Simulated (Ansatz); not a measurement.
BF2 (SMILES F[B]F) moved off its minimum; all values from Ansatz (a quantum-chemistry and plane-wave program), cores frozen in correlated methods. Open shells are unrestricted.
(charge 0, multiplicity 2)
```xyz
3

F     -1.1557    -0.2261     0.0213
B     -0.0156     0.5762    -0.0443
F      1.1884    -0.0369    -0.0178
```

```tsv
level	largest force (eV/Å)	on atom	rms difference from CCSD(T)/aug-cc-pVTZ (eV/Å)	dipole (D)
HF/def2-TZVPP	3.99	F1	0.589	1.08
PBE/def2-TZVPP	2.54	F1	0.224	0.55
r2SCAN/def2-TZVPP	2.96	F1	0.021	0.66
B3LYP/def2-TZVPP	2.96	F1	0.032	0.72
wB97M-V/def2-TZVPP	3.01	F1	0.046	0.70
MP2/aug-cc-pVTZ	2.90	F1	0.026	0.77
CCSD(T)/aug-cc-pVTZ	2.95	F1	0.000	0.75
```

The differences count from one level among others, with limits of its own. Forces at CCSD(T)/aug-cc-pVTZ (eV/Å):

```
atom      Fx      Fy      Fz
----  ------  ------  ------
F1     2.326   1.803  -0.145
B2    -0.747  -2.765   0.190
F3    -1.580   0.961  -0.045
```
